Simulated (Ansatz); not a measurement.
```yaml
crystal:
  periodic: [false, false, false]
  atoms:
    - {symbol: Si, position_ang: [0.799596, -0.916914, 0.836653]}
    - {symbol: O, position_ang: [0.201530, -0.313449, 0.277480]}
    - {symbol: Al, position_ang: [-0.363864, 0.016995, -0.528882]}
    - {symbol: Cl, position_ang: [-0.807834, -0.991756, -1.557377]}
    - {symbol: Ga, position_ang: [-0.673579, 1.471324, -0.839017]}
    - {symbol: H, position_ang: [1.576879, -1.317605, 0.399225]}
    - {symbol: H, position_ang: [0.157828, -1.539681, 1.354888]}
    - {symbol: H, position_ang: [1.195357, -0.522916, 1.767947]}
    - {symbol: H, position_ang: [-1.680461, 1.866276, -0.391339]}
    - {symbol: H, position_ang: [-0.131474, 2.031345, -1.232059]}
basis:
  gaussian: {orbitals: def2-TZVPP}
hamiltonian: {xc: {name: SVWN5}}
output: {forces: true}
```

```sh
$ ansatz run in.yaml --threads 4 --pin off --events-out ev --progress --plain --max-ram 10444MiB
```

It prints (some lines left out):

```
Functional definition: SVWN5
1665 factors; their error is unknown
mean field evaluation 1: about -81186.1277 eV, gradient 1.5e2 eV
mean field evaluation 2: about -80924.2312 eV, gradient 3.3e2 eV
mean field evaluation 4: about -81212.7917 eV, gradient 4.1e1 eV
mean field evaluation 8: about -81217.4628 eV, gradient 1.4e0 eV
mean field evaluation 16: about -81217.4269 eV, gradient 1.6e-3 eV
mean field -81217.42690205 eV, -2984.6853875010 hartree, gradient 5.5e-5 eV, S^2 0.000000; 1 other end points of the search recorded, 0 dependent functions left out
reference -81217.42694561 eV, -2984.6853891021 hartree; 44, 44 occupied and 231, 231 virtual orbitals, 1665 factors
Total energy: -81217.42694561 eV, -2984.6853891021 hartree
Atom 0 at     0.799596    -0.916914     0.836653 Å, force    66.502038   -65.119030    67.395765 eV/Å
Atom 1 at     0.201530    -0.313449     0.277480 Å, force   -10.869534    44.776048    25.119710 eV/Å
Atom 2 at    -0.363864     0.016995    -0.528882 Å, force   -53.008957    28.363046   -70.054012 eV/Å
Atom 3 at    -0.807834    -0.991756    -1.557377 Å, force   -12.179268   -26.241547   -27.634355 eV/Å
Atom 4 at    -0.673579     1.471324    -0.839017 Å, force   -31.553919    -1.262806    12.374240 eV/Å
Atom 5 at     1.576879    -1.317605     0.399225 Å, force    25.098676   -13.577292   -14.159927 eV/Å
Atom 6 at     0.157828    -1.539681     1.354888 Å, force   -14.255461   -16.588461    12.098966 eV/Å
Atom 7 at     1.195357    -0.522916     1.767947 Å, force     7.749102     7.396289    16.093467 eV/Å
Atom 8 at    -1.680461     1.866276    -0.391339 Å, force   -12.046049     5.296486     4.780590 eV/Å
Atom 9 at    -0.131474     2.031345    -1.232059 Å, force    34.563372    36.957267   -26.014445 eV/Å
Dipole moment:    -0.116457    -0.045092    -0.289933 e Å
```

In this input the geometry is squeezed to about two thirds of its size. The run converged. The result belongs to that input, not to the molecule as meant.
